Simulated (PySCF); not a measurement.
PySCF 2.14 output of an unrestricted B3LYP calculation on a single atom or ion in ANO-RCC-VTZP, with the spin-free X2C one-electron Hamiltonian (Gaussian nucleus):

```
SCF conv_tol = 1e-09
number electrons alpha = 39  beta = 34
    P. J. Stephens, F. J. Devlin, C. F. Chabalowski, and M. J. Frisch.,  J. Phys. Chem. 98, 11623 (1994)
cycle= 1 E= -16692.0766225809  delta_E= -0.0165  |g|= 0.278  |ddm|= 0.125
cycle= 2 E= -16692.0721904984  delta_E= 0.00443  |g|= 0.386  |ddm|= 0.0688
cycle= 3 E= -16692.0810994334  delta_E= -0.00891  |g|= 0.00459  |ddm|= 0.0422
cycle= 4 E= -16692.0811014224  delta_E= -1.99e-06  |g|= 0.000404  |ddm|= 0.00111
cycle= 5 E= -16692.0811014581  delta_E= -3.57e-08  |g|= 9.32e-05  |ddm|= 0.000216
cycle= 6 E= -16692.0811014594  delta_E= -1.28e-09  |g|= 9.11e-06  |ddm|= 3.07e-05
cycle= 7 E= -16692.0811014594  delta_E= -4.73e-11  |g|= 2.39e-07  |ddm|= 1.86e-06
converged SCF energy = -16692.0811014594  <S^2> = 8.7511843  2S+1 = 6.0003948
```

The run itself started from symmetry-adapted Hartree-Fock orbitals and held the occupation by maximum overlap, on a logarithmic radial grid, so the iterations belong to that start.

Problem. Which element, charge and spin multiplicity is this?

Solution. Re(2+) (rhenium, charge +2), multiplicity 6; the state was [Xe] 4f14 5d4 6p1, one real determinant (an excited configuration).

⟨L²⟩ = 8.00 against 12 for a pure F term, so this real determinant mixes terms. Spin-orbit coupling, absent here, splits the open shell strongly.
